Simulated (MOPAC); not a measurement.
MOPAC input (PM3):

```
PM3 FORCE THERMO(298,298) PRECISE LET GEO-OK AUX(PRECISION=9) THREADS=1
C4H5FO

O     2.53561100 1   -0.19577121 1   -0.22166179 1
C     1.48540007 1   -0.20662866 1    0.37447967 1
C     0.21800413 1    0.31949095 1   -0.22181605 1
C    -0.77581533 1    0.99350581 1    0.68905111 1
C    -1.07807595 1   -0.37742407 1    0.14766875 1
F    -2.02921369 1   -0.52330672 1   -0.79775222 1
H     1.42322237 1   -0.60925699 1    1.39962308 1
H     0.33411120 1    0.71364655 1   -1.24973975 1
H    -1.32358859 1    1.86915562 1    0.32298896 1
H    -0.55161917 1    1.10987724 1    1.75561525 1
H    -1.08350122 1   -1.26618226 1    0.79863257 1
```

From the output:

```
     H   11   0.011544   0.032712   0.036665   0.017003   5.024805

          HEAT OF FORMATION =     -59.362139 KCALS/MOLE

          ZERO POINT ENERGY      52.075 KCAL/MOL

           NORMAL COORDINATE ANALYSIS (Total motion = 1 Angstrom)

   Root No.       1         2         3         4         5         6         7         8

                 1 A       2 A       3 A       4 A       5 A       6 A       7 A       8 A

                  45.8     242.3     270.3     437.8     484.4     522.4     866.2     896.2

           1    0.0067   -0.0092    0.0194   -0.0523   -0.0306    0.0626    0.0070   -0.0022
           2    0.0162   -0.0425   -0.0558   -0.0136   -0.0289    0.0835   -0.0018    0.0058
           3    0.1159   -0.0099    0.0070    0.0037   -0.0033   -0.0006   -0.0085    0.0020
           4    0.0068   -0.0098    0.0173   -0.0481   -0.0288    0.0595    0.0050   -0.0009
           5    0.0071    0.0061    0.0442   -0.0443    0.0086   -0.0802    0.0322   -0.0268
           6   -0.0855   -0.0778    0.0314    0.0017   -0.0135   -0.0070    0.0314   -0.0044
           7    0.0162   -0.0288   -0.0309   -0.0005    0.0090   -0.0365   -0.0013   -0.0266
           8    0.0010    0.0230    0.0775   -0.0506   -0.0028   -0.0308   -0.0064    0.0160
           9   -0.0645    0.0472   -0.0615   -0.0503   -0.0029   -0.0158    0.0259    0.0123
          10    0.0523   -0.0268    0.0042    0.0442   -0.0144   -0.0609    0.0108    0.0302
          11   -0.0089   -0.0254   -0.0081    0.0537   -0.0488   -0.0162   -0.0021    0.0342
          12   -0.0009    0.0501   -0.0053    0.0179   -0.0444   -0.0104    0.0062    0.0215
          13   -0.0202   -0.0230   -0.0626   -0.0180    0.0439   -0.0656   -0.0221   -0.0149
          14   -0.0066    0.0081    0.0121    0.0315    0.0735    0.0422    0.0033    0.0142
          15   -0.0004    0.0485   -0.0051    0.0095   -0.0386    0.0032   -0.0066   -0.0266
          16   -0.0472    0.0697    0.0317    0.0574    0.0186    0.0309   -0.0058   -0.0030
          17   -0.0078    0.0299   -0.0365    0.0114    0.0144   -0.0047   -0.0204   -0.0166
          18    0.0159   -0.0329    0.0171    0.0082    0.0821    0.0256   -0.0176   -0.0146
          19   -0.0007    0.0201    0.0826   -0.0809   -0.0213    0.0065    0.0350   -0.0096
          20    0.0033    0.0234    0.0800   -0.0623    0.0122   -0.1073    0.0496   -0.0313
          21   -0.2903   -0.2784    0.1531    0.0711   -0.0736   -0.0231   -0.1462    0.0378
          22    0.0226   -0.0257   -0.0207   -0.0263    0.0238   -0.1138    0.0269   -0.0593
          23    0.0054    0.0226    0.0794   -0.0666    0.0067   -0.0812    0.0151   -0.0071
          24   -0.0926    0.0575   -0.1335   -0.1173   -0.0395   -0.0792   -0.0595    0.1535
          25    0.0855    0.0131    0.0837   -0.0136   -0.0652   -0.1053   -0.2470    0.1747
          26   -0.0119   -0.0470   -0.0313    0.1072   -0.1330   -0.0348    0.0159   -0.0878
          27    0.0118    0.0357   -0.0016    0.0700   -0.2023   -0.0617   -0.1001   -0.0893
          28    0.0729   -0.0634   -0.0231    0.1707   -0.0152   -0.0278    0.2889    0.0371
          29   -0.0124   -0.0483   -0.0334    0.1132   -0.1301   -0.0335    0.0263   -0.0959
          30    0.0169    0.0637    0.0190    0.0030    0.0788    0.0360    0.1323    0.2247
          31   -0.0534   -0.0585   -0.1702   -0.0354    0.0973   -0.1030   -0.0145    0.0935
          32   -0.0073    0.0213   -0.0192    0.0256    0.0682    0.0327   -0.0160   -0.0046
          33    0.0175    0.0885    0.0131    0.0116   -0.0749    0.0134   -0.0363   -0.1169

   Root No.       9        10        11        12        13        14        15        16

                 9 A      10 A      11 A      12 A      13 A      14 A      15 A      16 A

                 913.7     957.3    1049.5    1080.2    1105.9    1123.4    1164.5    1174.1

           1    0.0070   -0.0028    0.0042   -0.0028   -0.0015   -0.0001   -0.0015    0.0000
           2    0.0004   -0.0042    0.0037    0.0065   -0.0030    0.0003    0.0029   -0.0017
           3    0.0175    0.0079    0.0031    0.0045    0.0099   -0.0002   -0.0016   -0.0006
           4    0.0049   -0.0024    0.0028    0.0004   -0.0012    0.0008    0.0007   -0.0005
           5    0.0222    0.0046    0.0088   -0.0280   -0.0001    0.0206    0.0154   -0.0520
           6   -0.0710   -0.0300   -0.0138   -0.0231   -0.0460    0.0004    0.0084    0.0034
           7   -0.0086    0.0274   -0.0281   -0.0519    0.0213   -0.0034   -0.0179   -0.0085
           8   -0.0058   -0.0100   -0.0008    0.0347   -0.0027   -0.0190   -0.0139    0.0647
           9   -0.0293    0.0147    0.0134    0.0273    0.1034    0.0002   -0.0237   -0.0120
          10   -0.0365    0.0151    0.0094    0.0078    0.0462    0.0006    0.0642    0.0239
          11   -0.0013    0.0040   -0.0600   -0.0147    0.0043    0.0210   -0.0087   -0.0120
          12    0.0318   -0.0373   -0.0063    0.0495   -0.0165    0.0033    0.0458    0.0101
          13    0.0178   -0.0180   -0.0263    0.0977   -0.0499   -0.0007   -0.0075   -0.0071
          14   -0.0209    0.0054    0.0238    0.0139    0.0261    0.0178    0.0110   -0.0030
          15    0.0283   -0.0005   -0.0303   -0.0691   -0.0093   -0.0172   -0.0098    0.0056
          16    0.0027    0.0009    0.0041   -0.0129   -0.0043   -0.0056    0.0012   -0.0019
          17    0.0025    0.0019    0.0017   -0.0095   -0.0140   -0.0460   -0.0013   -0.0053
          18   -0.0035    0.0032    0.0084   -0.0024   -0.0094   -0.0122   -0.0016   -0.0021
          19    0.0317   -0.0168    0.0501    0.0069   -0.0338    0.0480    0.0771   -0.1604
          20    0.0362   -0.0048    0.0368   -0.0237   -0.0197    0.0491    0.0595   -0.1435
          21    0.2903    0.1350    0.0515    0.0702    0.1529   -0.0019   -0.0242   -0.0101
          22    0.0160    0.0329   -0.0269   -0.1014    0.0273   -0.0580   -0.1338    0.1631
          23    0.0123   -0.0053    0.0019   -0.0018    0.0008   -0.0546   -0.0934    0.1827
          24   -0.0260    0.2739    0.1478   -0.1227   -0.2778   -0.0395    0.1098    0.0522
          25   -0.1640   -0.0642    0.0485   -0.0544   -0.0008    0.0158   -0.2100   -0.1513
          26   -0.0106   -0.0091    0.0681    0.0279   -0.0011    0.0001   -0.0014    0.0129
          27   -0.0486   -0.0982    0.2139    0.0810   -0.0489   -0.0231   -0.0839   -0.0466
          28    0.0607    0.0546    0.1674    0.0645   -0.1008   -0.0547   -0.2172   -0.0103
          29   -0.0076   -0.0056    0.0747    0.0219    0.0031   -0.0159   -0.0093    0.0310
          30    0.0990    0.0018   -0.1183    0.0289   -0.0993    0.0304   -0.1248   -0.0749
          31    0.1604   -0.2444    0.1211   -0.2707    0.0173    0.1885    0.0149    0.0992
          32   -0.0151    0.0070    0.0640   -0.0196   -0.0003    0.4023   -0.0219    0.0694
          33   -0.0467    0.1360   -0.0612    0.1002   -0.0851    0.4261   -0.0692    0.0448

   Root No.      17        18        19        20        21        22        23        24

                17 A      18 A      19 A      20 A      21 A      22 A      23 A      24 A

                1202.4    1271.6    1381.0    1443.0    1654.6    1987.1    2924.5    2995.6

           1   -0.0265    0.0158   -0.0151   -0.0161    0.0082   -0.2635   -0.0070    0.0001
           2    0.0214   -0.0038   -0.0000   -0.0018    0.0024   -0.0006   -0.0003    0.0001
           3    0.0002   -0.0004    0.0000   -0.0001    0.0000    0.0000   -0.0000   -0.0000
           4   -0.0193    0.0044   -0.0057   -0.0048    0.0058    0.3684    0.0445   -0.0005
           5   -0.0694    0.0281   -0.0244   -0.0189    0.0124    0.0364   -0.0612    0.0013
           6   -0.0003    0.0015   -0.0008   -0.0005   -0.0016    0.0001   -0.0002    0.0002
           7   -0.0082   -0.0007    0.0640    0.0931   -0.1199   -0.0194   -0.0014   -0.0075
           8    0.0029   -0.0647    0.0375    0.0273   -0.0338   -0.0165    0.0029    0.0093
           9    0.0048   -0.0107   -0.0051   -0.0163   -0.0075    0.0005   -0.0000    0.0005
          10    0.0067   -0.0161   -0.0008   -0.0568    0.0445   -0.0040   -0.0001    0.0007
          11    0.0090    0.0080   -0.0104   -0.0145   -0.0060   -0.0007   -0.0004    0.0026
          12   -0.0073    0.0461   -0.0224    0.0668   -0.0996    0.0004   -0.0002   -0.0006
          13   -0.0015   -0.0090   -0.0059    0.0059    0.0966   -0.0069    0.0000    0.0189
          14   -0.0073    0.0406    0.0209    0.0815    0.1383   -0.0057   -0.0010   -0.0491
          15    0.0041   -0.0415    0.0045    0.0178    0.1843   -0.0043    0.0003    0.0324
          16    0.0012   -0.0016   -0.0052   -0.0159   -0.0242    0.0013   -0.0000    0.0002
          17    0.0046   -0.0116   -0.0129   -0.0447   -0.0731    0.0027    0.0001    0.0013
          18    0.0022   -0.0056   -0.0084   -0.0279   -0.0463    0.0018    0.0000    0.0005
          19    0.4736   -0.0559    0.0478    0.0394   -0.0206    0.0705   -0.4219    0.0079
          20    0.2099   -0.0081    0.0043    0.0051    0.0000   -0.2277    0.7398   -0.0134
          21    0.0022   -0.0059    0.0005   -0.0017    0.0004   -0.0007    0.0024    0.0006
          22    0.2023    0.3039   -0.0772   -0.0399    0.0428    0.0577    0.0284    0.0762
          23    0.1422    0.1412   -0.0590   -0.0642    0.0809    0.0386   -0.0326   -0.1176
          24   -0.0173    0.0338    0.0125    0.0471    0.0368   -0.0009    0.0000   -0.0025
          25    0.0042   -0.0022   -0.1503    0.0768    0.0319    0.0039   -0.0009   -0.0066
          26   -0.0128    0.0415    0.1911   -0.1369    0.0833   -0.0040   -0.0011   -0.0149
          27   -0.0458    0.1136    0.2501   -0.0820    0.0391    0.0017    0.0005    0.0053
          28   -0.0100   -0.1322   -0.1016    0.0712   -0.0158   -0.0027   -0.0027    0.0089
          29    0.0084   -0.0488   -0.1767    0.1650   -0.0640   -0.0044    0.0032   -0.0187
          30   -0.0184    0.0749    0.2110   -0.1586   -0.0347    0.0041    0.0039   -0.0094
          31   -0.0070   -0.0789    0.0048   -0.0379   -0.0341    0.0001   -0.0043   -0.2303
          32    0.0005    0.0109    0.0017    0.0026   -0.0817   -0.0032    0.0069    0.5662
          33    0.0194   -0.0503   -0.0340   -0.0846   -0.0698   -0.0002   -0.0064   -0.3899

   Root No.      25        26        27

                25 A      26 A      27 A

                3010.4    3092.4    3130.4

           1   -0.0004   -0.0000   -0.0000
           2   -0.0005   -0.0000    0.0000
           3   -0.0000    0.0000    0.0000
           4    0.0014    0.0002    0.0002
           5   -0.0024    0.0002   -0.0003
           6    0.0000   -0.0002   -0.0001
           7    0.0324    0.0016    0.0010
           8   -0.0470   -0.0028   -0.0003
           9    0.0000   -0.0001    0.0004
          10    0.0001    0.0036   -0.0212
          11    0.0045   -0.0576   -0.0073
          12    0.0004   -0.0040    0.0381
          13    0.0035    0.0009   -0.0006
          14   -0.0090   -0.0025   -0.0000
          15    0.0053    0.0012   -0.0003
          16    0.0003    0.0000   -0.0001
```
